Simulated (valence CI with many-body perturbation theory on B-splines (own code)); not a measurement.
## E1 line list for Gd XXXII

Method: configuration interaction combined with many-body perturbation theory (CI+MBPT): five valence electrons over a frozen Dirac-Fock core [Ar] 3d10, a basis of 11 s, 11 p, 10 d, 8 f, 5 g, 2 h functions for each j, with the one-electron correlation potential Σ1 (screened to all orders), the two-electron term Σ2, the three-electron term Σ3, Breit, model QED; selected single and double excitations, second order for the rest, scaled by the run's own slope (own B-spline code, finite nucleus).

No measured spectrum was set against this ion. As an estimate, large intervals hold to a few tenths of a per cent, small ones and those within an open d or f shell to about a per cent. Among the levels kept, up to 2000 cm⁻¹ of a level comes from second order outside the variational space, and about a tenth of that is noise between levels of different J, which matters for small intervals.

Lines 201 to 250 of 546 in falling wavelength, among levels below 2848200 cm⁻¹, chosen from the strongest by gf and those to the six lowest levels. Wavelengths and rates use the calculated energies. Electric multipoles are in the length gauge, E1 and E2 with the static RPA response of the core. Weak lines are less certain than strong ones. Lines between different terms over intervals too small for the method are left out, as are lines whose strength nearly cancels. Where a level lies close to another of its J and parity, the split of strength between their lines is uncertain. The highest levels of a list are the least certain.

Levels are named by their leading jj configuration (3d3/2^4 stands for four electrons in 3d with j = 3/2), which in mixed levels can hold well under half, so a name can repeat and another be missing. Letters in brackets count levels of one name in rising energy.

| λ vac (nm) | Upper | Lower | A (s⁻¹) | S (a.u.) |
| --- | --- | --- | --- | --- |
| 9.007 | (4s^2 4p1/2 4p3/2 4f7/2) J=7/2 [a] | (4s^2 4p1/2 4p3/2 4d5/2) J=5/2 [a] | 4.14e+10 | 1.19e-01 |
| 9.003 | (4s^2 4p3/2 4d5/2^2) J=7/2 | (4s^2 4p3/2^2 4d5/2) J=7/2 | 1.74e+10 | 5.03e-02 |
| 9.003 | (4s 4p1/2 4p3/2^2 4d3/2) J=3/2 [a] | (4s 4p1/2^2 4p3/2^2) J=3/2 | 7.30e+10 | 1.05e-01 |
| 8.995 | (4s 4p1/2^2 4p3/2 4d5/2) J=7/2 [a] | (4s 4p1/2^2 4p3/2^2) J=5/2 | 1.45e+11 | 4.17e-01 |
| 8.985 | (4s^2 4p1/2 4d3/2 4d5/2) J=7/2 [b] | (4s^2 4p1/2 4p3/2 4d5/2) J=9/2 | 4.79e+10 | 1.37e-01 |
| 8.984 | (4s^2 4p1/2 4d3/2 4d5/2) J=3/2 [a] | (4s^2 4p1/2 4p3/2 4d3/2) J=5/2 [b] | 1.61e+11 | 2.30e-01 |
| 8.983 | (4s^2 4p3/2^2 4f7/2) J=3/2 | (4s^2 4p3/2^2 4d3/2) J=5/2 | 3.35e+10 | 4.79e-02 |
| 8.982 | (4s^2 4p1/2 4p3/2 4f5/2) J=3/2 [b] | (4s^2 4p1/2 4p3/2 4d3/2) J=1/2 [b] | 9.25e+10 | 1.32e-01 |
| 8.977 | (4s^2 4p1/2 4p3/2 4d3/2) J=1/2 [b] | (4s^2 4p1/2 4p3/2^2) J=3/2 | 9.65e+10 | 6.89e-02 |
| 8.967 | (4s^2 4p1/2 4p3/2 4f7/2) J=7/2 [b] | (4s^2 4p1/2 4p3/2 4d5/2) J=7/2 [b] | 6.45e+10 | 1.84e-01 |
| 8.963 | (4s^2 4p3/2 4d3/2 4d5/2) J=7/2 [c] | (4s^2 4p3/2^2 4d3/2) J=5/2 | 5.43e+10 | 1.54e-01 |
| 8.955 | (4s 4p1/2 4p3/2^2 4d5/2) J=5/2 [e] | (4s^2 4p1/2 4p3/2 4d3/2) J=5/2 [b] | 8.41e+10 | 1.79e-01 |
| 8.947 | (4s^2 4p3/2 4d3/2 4d5/2) J=7/2 [c] | (4s^2 4p3/2^2 4d5/2) J=9/2 | 5.37e+10 | 1.52e-01 |
| 8.925 | (4s 4p1/2 4p3/2^2 4d5/2) J=7/2 [d] | (4s^2 4p1/2 4p3/2 4d3/2) J=5/2 [b] | 2.88e+10 | 8.09e-02 |
| 8.924 | (4s^2 4p1/2 4p3/2 4f7/2) J=5/2 [b] | (4s^2 4p1/2 4p3/2 4d5/2) J=3/2 [b] | 2.60e+11 | 5.48e-01 |
| 8.920 | (4s^2 4p1/2 4p3/2 4d5/2) J=5/2 [a] | (4s^2 4p1/2 4p3/2^2) J=3/2 | 1.99e+10 | 4.18e-02 |
| 8.907 | (4s^2 4p1/2^2 4f7/2) J=7/2 | (4s^2 4p1/2^2 4d5/2) J=5/2 | 1.54e+11 | 4.29e-01 |
| 8.903 | (4s^2 4p1/2 4p3/2 4f5/2) J=5/2 [b] | (4s^2 4p1/2 4p3/2 4d5/2) J=5/2 [a] | 2.26e+10 | 4.71e-02 |
| 8.892 | (4s 4p1/2 4p3/2^2 4d5/2) J=7/2 [c] | (4s^2 4p1/2 4p3/2 4d3/2) J=5/2 [a] | 7.65e+10 | 2.12e-01 |
| 8.891 | (4s^2 4p3/2 4d3/2^2) J=1/2 | (4s 4p3/2^4) J=1/2 | 6.77e+10 | 4.70e-02 |
| 8.884 | (4s 4p1/2 4p3/2^2 4d5/2) J=5/2 [d] | (4s^2 4p1/2 4p3/2 4d3/2) J=5/2 [a] | 1.25e+11 | 2.60e-01 |
| 8.875 | (4s 4p1/2 4p3/2^2 4d5/2) J=3/2 [f] | (4s 4p1/2 4p3/2^3) J=3/2 [b] | 1.13e+11 | 1.56e-01 |
| 8.872 | (4s^2 4p1/2 4d5/2^2) J=1/2 | (4s^2 4p1/2 4p3/2 4d5/2) J=3/2 [b] | 3.05e+11 | 2.10e-01 |
| 8.866 | (4s^2 4p1/2 4d5/2^2) J=7/2 | (4s^2 4p1/2 4p3/2 4d5/2) J=7/2 [a] | 5.75e+10 | 1.58e-01 |
| 8.864 | (4s 4p1/2 4p3/2^2 4d5/2) J=1/2 [b] | (4s 4p1/2 4p3/2^3) J=1/2 | 3.19e+11 | 2.19e-01 |
| 8.855 | (4s^2 4p1/2 4d3/2 4d5/2) J=3/2 [b] | (4s 4p1/2 4p3/2^3) J=3/2 [b] | 5.96e+10 | 8.17e-02 |
| 8.849 | (4s^2 4p3/2 4d3/2 4d5/2) J=7/2 [c] | (4s^2 4p3/2^2 4d5/2) J=7/2 | 2.03e+10 | 5.54e-02 |
| 8.849 | (4s^2 4p1/2 4p3/2 4f5/2) J=1/2 | (4s^2 4p1/2 4p3/2 4d5/2) J=3/2 [a] | 7.73e+10 | 5.28e-02 |
| 8.848 | (4s 4p1/2 4p3/2^2 4d5/2) J=5/2 [b] | (4s 4p1/2 4p3/2^3) J=3/2 [a] | 8.36e+10 | 1.71e-01 |
| 8.842 | (4s^2 4p3/2 4d5/2^2) J=5/2 | (4s^2 4p3/2^2 4d5/2) J=7/2 | 3.75e+11 | 7.68e-01 |
| 8.841 | (4s^2 4p1/2 4p3/2 4d5/2) J=1/2 | (4s^2 4p1/2 4p3/2^2) J=1/2 | 4.56e+11 | 3.11e-01 |
| 8.837 | (4s 4p1/2 4p3/2^2 4d5/2) J=9/2 [c] | (4s^2 4p1/2 4p3/2 4d3/2) J=7/2 | 3.43e+10 | 1.17e-01 |
| 8.835 | (4s 4p1/2 4p3/2^2 4d5/2) J=3/2 [c] | (4s^2 4p1/2 4p3/2 4d3/2) J=5/2 [a] | 4.09e+10 | 5.57e-02 |
| 8.835 | (4s 4p1/2 4p3/2^2 4d3/2) J=1/2 [e] | (4s^2 4p1/2 4p3/2 4d3/2) J=1/2 [a] | 7.15e+10 | 4.87e-02 |
| 8.831 | (4s 4p1/2 4p3/2^2 4d5/2) J=7/2 [e] | (4s^2 4p1/2 4p3/2 4d3/2) J=5/2 [b] | 5.31e+10 | 1.44e-01 |
| 8.820 | (4s^2 4p1/2 4p3/2 4f7/2) J=3/2 | (4s^2 4p1/2 4p3/2 4d5/2) J=1/2 | 4.31e+11 | 5.84e-01 |
| 8.809 | (4s^2 4p1/2 4d3/2 4d5/2) J=3/2 [a] | (4s^2 4p1/2 4p3/2 4d3/2) J=1/2 [a] | 3.71e+10 | 5.01e-02 |
| 8.801 | (4s^2 4p1/2 4d3/2 4d5/2) J=3/2 [a] | (4s^2 4p1/2 4p3/2 4d3/2) J=3/2 [a] | 1.11e+11 | 1.50e-01 |
| 8.797 | (4s^2 4p1/2 4p3/2 4f7/2) J=5/2 [a] | (4s^2 4p1/2 4p3/2 4d5/2) J=7/2 [b] | 4.22e+10 | 8.51e-02 |
| 8.793 | (4s^2 4p1/2 4p3/2 4f5/2) J=3/2 [c] | (4s^2 4p1/2 4p3/2 4d5/2) J=3/2 [a] | 2.20e+11 | 2.95e-01 |
| 8.793 | (4s^2 4p1/2 4p3/2 4d5/2) J=3/2 [a] | (4s^2 4p1/2 4p3/2^2) J=3/2 | 1.44e+11 | 1.93e-01 |
| 8.784 | (4s^2 4p1/2 4p3/2 4d5/2) J=5/2 [b] | (4s^2 4p1/2 4p3/2^2) J=5/2 | 1.43e+11 | 2.87e-01 |
| 8.782 | (4s 4p1/2 4p3/2^2 4d5/2) J=3/2 [b] | (4s 4p1/2 4p3/2^3) J=3/2 [a] | 3.26e+10 | 4.36e-02 |
| 8.782 | (4s^2 4p1/2 4p3/2 4f7/2) J=7/2 [b] | (4s^2 4p1/2 4p3/2 4d5/2) J=5/2 [a] | 1.51e+11 | 4.04e-01 |
| 8.779 | (4s^2 4p1/2 4d3/2 4d5/2) J=1/2 | (4s^2 4p1/2 4p3/2 4d3/2) J=1/2 [a] | 1.21e+11 | 8.11e-02 |
| 8.778 | (4s^2 4p1/2^2 4f5/2) J=5/2 | (4s 4p1/2^2 4p3/2^2) J=3/2 | 6.65e+10 | 1.33e-01 |
| 8.771 | (4s^2 4p1/2 4d3/2 4d5/2) J=1/2 | (4s^2 4p1/2 4p3/2 4d3/2) J=3/2 [a] | 1.76e+11 | 1.17e-01 |
| 8.765 | (4s 4p1/2 4p3/2^2 4d5/2) J=1/2 [c] | (4s 4p1/2 4p3/2^3) J=3/2 [b] | 2.35e+11 | 1.56e-01 |
| 8.764 | (4s^2 4p3/2^2 4d5/2) J=1/2 | (4s^2 4p3/2^3) J=3/2 | 6.08e+11 | 4.04e-01 |
| 8.764 | (4s^2 4p1/2 4p3/2 4f5/2) J=3/2 [a] | (4s^2 4p1/2 4p3/2 4d3/2) J=3/2 [b] | 1.22e+11 | 1.62e-01 |
